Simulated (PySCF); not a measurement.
Ti(Cl)2(O) cation (Cl₂OTi), SMILES [O]=[Ti]([Cl])[Cl] (connectivity only; charge and spin as stated), charge +1, multiplicity 2.

The structure is a stationary point at ωB97X-D3(BJ)/def2-SVP. The multiplicity is an assumed one; other spin states were not compared. The isomer is the one that the SMILES or the coordinates give; other isomers of the formula were not compared.

Method: PySCF with PBE/def2-TZVPD.

Computed frontier levels, dipole moment and polarisability:
```yaml
"α spin, highest occupied and lowest empty level": -13.49 and -10.61 eV
"β spin, highest occupied and lowest empty level": -13.50 and -12.41 eV
dipole_moment_about_the_centre_of_nuclear_charge: 4.57 D
mean_static_polarisability: 57.8 bohr³ (8.56 Å³)
polarisability_principal_values: 38.5, 64.3, 70.6 bohr³
"⟨S²⟩": 0.755 (pure state 0.75)
```
